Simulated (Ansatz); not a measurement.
Reactions of CH7InOSi, SMILES `[CH3][InH][O][SiH3]`.

Computed with Ansatz on PBE0-D4/def2-TZVP structures; ΔE is electronic, products minus reactants. CBS: MP2 limit from def2 TZ/QZ plus the TZ coupled-cluster correction, frozen cores. This one scheme is used for every species. Functionals use def2-TZVPP. No spin–orbit coupling; open shells (•) take unrestricted orbitals. Elements past krypton have def2 core potentials. For Br, In outer-core shells are correlated without core-valence functions, which leaves a few kJ/mol of doubt a bond. Scalar relativity is left out up to krypton. One conformer a species, not always the lowest.

```tsv
reaction	LDA (SPW92) (eV)	ωB97X-V (eV)	revPBE-D4 (eV)	B2PLYP (eV)	CCSD(T)/CBS(def2) (eV)
`[CH3][InH][O][SiH3]` + HBr → `[SiH3][O][InH][Br]` + CH₄	-1.49	-1.65	-1.56	-1.65	-1.64
`[CH3][InH][O][SiH3]` → `[CH3]`• + `[SiH3][O][InH]`•	3.38	2.99	2.64	2.72	2.99
`[CH3][InH][O][SiH3]` + HCl → `[CH3][InH][Cl]` + `O[SiH3]`	-0.75	-0.75	-0.73	-0.75	-0.70
`[CH3][InH][O][SiH3]` + CH₃OH → `C[O][InH][CH3]` + `O[SiH3]`	0.19	0.29	0.24	0.28	0.30
```

Largest T1 diagnostic: 0.019, for `[SiH3][O][InH]`•.
